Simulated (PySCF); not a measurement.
Why did this PySCF run fail?

```python
from pyscf import gto, scf, mp

mol = gto.M(
    atom='Ge 0 0 -1.3831; N 0 0 -3.0704; I 0 0 1.1445',
    basis='crenbl',
    ecp={'Ge': 'crenbl', 'N': 'crenbl', 'I': 'crenbl'},
    charge=0,
    spin=0,
    verbose=4,
)
mf = scf.RHF(mol)
mf.max_cycle = 8
mf.kernel()
mp.MP2(mf).kernel()
mf.dip_moment()
print('orbital energies (hartree):', mf.mo_energy[..., max(0, mol.nelec[1]-3):mol.nelec[0]+3].round(4))
```

```bash
$ OMP_NUM_THREADS=1 python input.py
```

The log, shortened:

```
[earlier lines left out]
******** <class 'pyscf.scf.hf.RHF'> ********
method = RHF
initial guess = minao
damping factor = 0
level_shift factor = 0
DIIS = <class 'pyscf.scf.diis.CDIIS'>
SCF conv_tol = 1e-09
SCF max_cycles = 8
Initial guess from minao.
init E= -197.647745063257
cycle= 1 E= -212.19907815202  delta_E= -14.6  |g|= 1.81  |ddm|= 19.7
cycle= 2 E= -212.411923602496  delta_E= -0.213  |g|= 1.12  |ddm|= 12.8
cycle= 3 E= -212.602281259104  delta_E= -0.19  |g|= 0.614  |ddm|= 4.56
cycle= 4 E= -212.708222569248  delta_E= -0.106  |g|= 0.118  |ddm|= 0.78
cycle= 5 E= -212.712337497695  delta_E= -0.00411  |g|= 0.0292  |ddm|= 0.276
cycle= 6 E= -212.712830863523  delta_E= -0.000493  |g|= 0.0127  |ddm|= 0.0771
cycle= 7 E= -212.713053994416  delta_E= -0.000223  |g|= 0.00784  |ddm|= 0.0531
cycle= 8 E= -212.713222552416  delta_E= -0.000169  |g|= 0.00513  |ddm|= 0.0572
SCF not converged.
SCF energy = -212.713222552416

******** <class 'pyscf.mp.mp2.RMP2'> ********
nocc = 18, nmo = 80
Init E(MP2) = -0.767458334549348
cycle = 1  E_corr(MP2) = -0.767510296806623  dE = -5.19622573e-05  norm(t2) = 0.000205329
cycle = 2  E_corr(MP2) = -0.767510377428509  dE = -8.06218865e-08  norm(t2) = 2.0641e-07
E(RMP2) = -213.480732929845  E_corr = -0.767510377428509
E(SCS-RMP2) = -213.42389822343  E_corr = -0.710675671013894
E_corr(same-spin) = -0.242696286808058
E_corr(oppo-spin) = -0.524814090620451
Dipole moment(X, Y, Z, Debye): -0.00000, -0.00000,  4.25984
orbital energies (hartree): [-0.4234 -0.3778 -0.3778 -0.0304  0.0406  0.0406]
```

Problem. Which setting is at fault, why, and what does a mended input give?

Solution. The cycle limit (8): the limit is below the number of cycles that the SCF needs. With this edit
```diff
- mf.max_cycle = 8
```
the run finishes: E(SCF) = -212.713323 Eh, 13 cycles, E(MP2) − E(SCF) = -0.76913 Eh, μ(SCF) = 4.42 D.
